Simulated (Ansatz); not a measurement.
```yaml
crystal:
  periodic: [false, false, false]
  atoms:
    - {symbol: N, position_ang: [-1.770308, 2.589417, 0.791136]}
    - {symbol: Zn, position_ang: [-0.904707, 0.805929, 0.380704]}
    - {symbol: O, position_ang: [-0.254980, -1.028888, 0.052070]}
    - {symbol: Si, position_ang: [1.180956, -1.971673, -0.533453]}
    - {symbol: H, position_ang: [-1.258119, 3.207416, 1.590119]}
    - {symbol: H, position_ang: [-1.946799, 3.262583, -0.102389]}
    - {symbol: H, position_ang: [1.739445, -1.403816, -2.004282]}
    - {symbol: H, position_ang: [2.454502, -1.887721, 0.546126]}
    - {symbol: H, position_ang: [0.760010, -3.573247, -0.720042]}
basis:
  gaussian: {orbitals: LANL2DZ}
hamiltonian: {xc: {name: wB97}}
accuracy: high
output: {forces: true}
```

```sh
$ ansatz run in.yaml --threads 4 --pin off --events-out ev --progress --plain --max-ram 10444MiB
```

Question: How does Ansatz answer? (Best estimate.)

Answer: Computed: The program refused the input.
```
Error: <dir> can't be read: No such file or directory (os error 2)
```
